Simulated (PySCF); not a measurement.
## Calculated data, CH₃B₂F

All values are calculated (PySCF 2.14.0). Calculation on a computer-drawn molecule: optimised geometry and harmonic frequencies of an isolated molecule of the commonest isotopes, restricted reference for singlets and unrestricted otherwise, frozen core in MP2.

Entry: CH₃B₂F

Start structure:
```xyz
7
CH3B2F
B     -0.4640     0.6783     0.1058
C     -0.0864    -0.4718    -0.8272
B     -0.4802    -1.7256    -0.5630
F     -0.8368    -2.8193    -0.1622
H     -1.0056     0.4153     1.1495
H     -0.1286     1.8190    -0.0751
H      0.4220    -0.1077    -1.8045
```

Settings of this run: charge 0, multiplicity 1, method HF and basis cc-pVDZ.

Results for CH₃B₂F: rotational constants 27.99, 5.034, 4.267 GHz; total energy -188.4292 hartree; convergence status largest gradient component 2.639e-05 hartree/bohr.

Drawn bonds:
| atom | other atom | order |
| --- | --- | --- |
| 1 | 2 | 1 |
| 2 | 3 | 2 |
| 3 | 4 | 1 |
| 1 | 5 | 1 |
| 1 | 6 | 1 |
| 2 | 7 | 1 |

Optimised structure:
```xyz
7
CH3B2F
B     -0.4295     0.5871     0.0880
C     -0.0160    -0.3714    -1.0110
B     -0.4757    -1.5757    -0.4950
F     -0.9319    -2.6308     0.0601
H     -1.0026     0.1424     1.0599
H     -0.2195     1.7682     0.0486
H      0.4956    -0.1316    -1.9273
```

Modes:
| frequency (cm⁻¹) | reduced mass (dalton) |
| --- | --- |
| 88.88 | 3.061 |
| 322.4 | 1.162 |
| 450.9 | 6.134 |
| 488.7 | 9.662 |
| 792.9 | 1.497 |
| 841.1 | 1.107 |
| 951.8 | 2.048 |
| 1045 | 1.354 |
| 1117 | 2.59 |
| 1208 | 1.73 |
| 1363 | 1.494 |
| 1833 | 9.439 |
| 2602 | 1.068 |
| 2713 | 1.11 |
| 3420 | 1.097 |
